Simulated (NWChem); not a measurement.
A series in which one site is exchanged, each optimised at PBE0/def2-SVP with NWChem, gas phase unless a solvent is named. All stand in one matching conformer (torsions within 35°), which need not be the lowest. For some, no frequency run checked for a minimum. def2 effective core potentials on Cd, Te, I; no spin-orbit coupling.

A: [OH][Cd][I] (CdHOI; site = Cd)
B: O[Se]I (HSeOI; site = Se)
C: [OH][Zn][I] (ZnHOI; site = Zn)
D: O[Te]I (HTeOI; site = Te)

Question: Rank them by vertical ionisation energy, ΔSCF, B3LYP/def2-SVP (eV), lowest first.

Answer: D (8.34), B (8.72), A (9.58), C (9.71)
